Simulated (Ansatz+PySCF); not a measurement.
**triplet TiO: levels of theory in one basis**

```yaml
atoms:
  - { symbol: Ti, position_ang: [0.0000, 0.0000, -0.3897] }
  - { symbol: O, position_ang: [0.0000, 0.0000, 1.0716] }
```

Basis set: def2-SVP (spherical functions). Left uncorrelated: 6 orbitals. Correlation on ROHF uses semicanonical orbitals with singles. Charge 0, multiplicity 3.

Computed with Ansatz (development build ahead of 0.2.0); each method stands on the lowest determinant of its kind that the runs found. NEVPT2 correlates all electrons. Active spaces start from the frontier orbitals, and the lowest solution found is given.

```csv
method,E − E(ROHF) (eV),<S²> of the determinant
ROHF,0.00,2.00
UHF,-0.10,2.03
ROHF-MP2,-11.91,–
UHF-MP2,-11.87,2.03
ROHF-CCSD,-11.77,–
UHF-CCSD,-11.77,2.03
ROHF-CCSD(T),-12.35,–
UHF-CCSD(T),-12.35,2.03
"SC-NEVPT2(8,9)",-11.53,–
```

(1) What does CASSCF(8,9) give on the same scale?

(2) Is a single determinant a sound starting point here?

Results:

(1) -3.74 eV.

(2) By this sign, yes. Unrestricted orbitals gain 0.10 eV and <S²> is 2.03 against 2.00 for a pure state. The CASSCF(8,9) natural occupations are 1.96, 1.95, 1.95, 1.00, 1.00, 0.05, 0.04, 0.04, 0.00.
